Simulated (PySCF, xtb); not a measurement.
H₇N₃OSi, SMILES N[Si](N)(N)O.

GFN2-xTB run with xtb at its own geometry gives an orbital gap of 8.12 eV and a dipole moment of 1.26 D.

The structure is a stationary point at B3LYP-D3(BJ)/def2-SVP. One conformer was computed; it need not be the lowest.

### Question
What does HF/def2-TZVP run with PySCF give? (The exact figures need the calculation; the answer reports its results.)

### Answer
gap 14.09 eV (levels -10.83 and 3.26 eV), dipole 1.61 D.
